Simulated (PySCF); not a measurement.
Species: C3H11NSi.
SMILES with atom numbers: `[CH3:1][SiH2:2][N:3]([CH3:4])[CH3:5]` (hydrogens: H6, H7, H8 on C1; H9, H10 on Si2; H11, H12, H13 on C4; H14, H15, H16 on C5)

Torsions of this conformer, `[CH3:1][SiH2:2][N:3]([CH3:4])[CH3:5]`: C1–Si2–N3–C4 -46°.

The closed-shell ground state was solved at several levels (PySCF, density fitting, gas phase, non-relativistic). The structure is a single PBE0-D3(BJ)/def2-SVP conformer in the gas phase; no vibrational or solvent corrections.

| level | basis functions | total energy (Eh) | HOMO (eV) | LUMO (eV) | gap (eV) | dipole (D) |
| --- | --- | --- | --- | --- | --- | --- |
| wB97X-D/pcSseg-2 | 341 | -465.2259 | -8.09 | 2.21 | 10.30 | 0.78 |
| PBE0/pcSseg-1 | 147 | -464.8252 | -6.18 | 1.27 | 7.45 | 0.81 |

Problem. Estimate the row for CAM-B3LYP/def2-SVPD, a basis of 192 functions; the other rows only guide the guess.

Solution. Total energy -464.8927 Eh, HOMO -7.58 eV, LUMO 1.26 eV, gap 8.84 eV, dipole 0.75 D.

Problem. Over all these levels, which gives the widest orbital gap and which the narrowest?

Solution. wB97X-D/pcSseg-2 (range-separated hybrid) has the widest, 10.30 eV, and PBE0/pcSseg-1 (global hybrid, 25 % exact exchange) the narrowest, 7.45 eV. Functional and basis both differ between the two, so the spread mixes both effects.

Problem. How far do the dipole and the HOMO energy spread over the levels?

Solution. The dipole runs from 0.75 to 0.81 D (mean 0.78 D) and the HOMO from -8.09 to -6.18 eV.

Note: wB97X-D ran without an empirical dispersion term, which enters the total energy and its gradient alone.
